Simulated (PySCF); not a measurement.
PySCF 2.14 output of an unrestricted HSE06 calculation on a single atom or ion in aug-cc-pVDZ-X2C, with the spin-free X2C one-electron Hamiltonian (Gaussian nucleus):

```
SCF conv_tol = 1e-09
number electrons alpha = 19  beta = 19
    J. Heyd, G. E. Scuseria, and M. Ernzerhof.,  J. Chem. Phys. 118, 8207 (2003)
    J. Heyd, G. E. Scuseria, and M. Ernzerhof.,  J. Chem. Phys. 124, 219906 (2006)
    A. V. Krukau, O. A. Vydrov, A. F. Izmaylov, and G. E. Scuseria.,  J. Chem. Phys. 125, 224106 (2006)
cycle= 1 E= -2980.70653572604  delta_E= -0.00133  |g|= 0.00745  |ddm|= 0.534
cycle= 2 E= -2980.70679036075  delta_E= -0.000255  |g|= 0.00433  |ddm|= 0.222
cycle= 3 E= -2980.70689856543  delta_E= -0.000108  |g|= 9.06e-05  |ddm|= 0.0862
cycle= 4 E= -2980.70689863521  delta_E= -6.98e-08  |g|= 6.16e-06  |ddm|= 0.00799
cycle= 5 E= -2980.70689863563  delta_E= -4.17e-10  |g|= 6.69e-07  |ddm|= 0.000676
converged SCF energy = -2980.70689863563  <S^2> = -1.4210855e-14  2S+1 = 1
```

The run itself started from symmetry-adapted Hartree-Fock orbitals and held the occupation by maximum overlap, on a logarithmic radial grid, so the iterations belong to that start.

Which element, charge and spin multiplicity is this?

Rb⁻ (rubidium, charge -1), multiplicity 1; the state was [Kr] 5s2, closed-shell 1S.

At HSE06 the highest occupied level has a positive energy, so only the finite basis holds that electron; in a semilocal or global hybrid functional this comes from self-interaction and does not mean that the real anion is unbound.
